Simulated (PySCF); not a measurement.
# Spectroscopy problems

PySCF 2.14.0 with density-fitted response routines calculation with geometry from GFN2-xTB and GIAO PBE0/pcSseg-1 shieldings; non-relativistic Hamiltonian, isolated molecule, averaged over atoms made equivalent by symmetry, fast rotation or ring inversion, a single conformation.

References, each an isolated molecule treated in the same way: 1H, 13C vs TMS. Splittings of carbon signals by F and P are missing where no couplings were computed. Where no couplings were computed, multiplicities follow the n + 1 count of equivalent neighbours, and m marks all less simple cases (inequivalent or close neighbours, rings, F or P nearby). Shifts are as computed. Against solution values, carbons near 30 ppm lie about +3 ppm off and those near 130 ppm about +5 ppm. Of 1211 compounds with measured shifts, 218 miss one by over three times the rms of a fit or turn the order of signals round; such compounds aren't used in these exercises.

Question: C6H7F. 1H NMR (500 MHz, computed): δ 7.13 (m, 1H), 3.02 (s, 1H), 2.00 (q, 2H), 1.20 (t, 3H). 13C{1H} NMR (computed): δ 165.6 (CH), 114.1 (C), 95.5 (CH), 81.6 (C), 29.0 (CH2), 18.1 (CH3). Give a structure.

Answer: SMILES C#C/C(=C\F)CC. The formula gives 3 degrees of unsaturation (no ring in the answer). 6 carbon signals for 6 carbons: no two carbons are equivalent. Carbon types of the structure: 2 × C, 2 × CH, 1 × CH2, 1 × CH3, which accounts for all hydrogens. δC 165.6: alkene CH. δC 114.1: fully substituted alkene carbon; an sp2 carbon of a C=C bond. δC 95.5: terminal alkyne carbon; sp carbons lie upfield of alkene carbons because the cylindrical π system leaves one tensor component strongly shielded. δC 81.6: alkyne carbon; the triple bond shields along its axis, which puts it between sp3 and sp2 carbons.

This is the structure that produced the data.

Question: C4H10N2P2. 1H NMR (400 MHz, computed): δ 5.61 (m, 2H), 2.84 (m, 6H), 1.32 (m, 2H). 13C{1H} NMR (computed): δ 124.3, 33.3. Give a structure.

Answer: `CN1C=CN(C)P1P`. 2 carbon signals for 4 carbons: some carbons are equivalent by symmetry or fast rotation. Carbon types of the structure: 2 × CH, 2 × CH3, leaving 2 H on heteroatoms. δC 124.3: alkene carbon bearing nitrogen; the olefinic region. δC 33.3: methyl carbon bonded to N; pulled downfield by the heteroatom. δH 5.61: hydrogen on an alkene carbon bearing nitrogen; a vinylic proton, deshielded by the sp2 carbon and the C=C anisotropy. δH 2.84: hydrogen on a methyl carbon bonded to N; its carbon carries N, an electronegative neighbour.

This is the structure that produced the data.
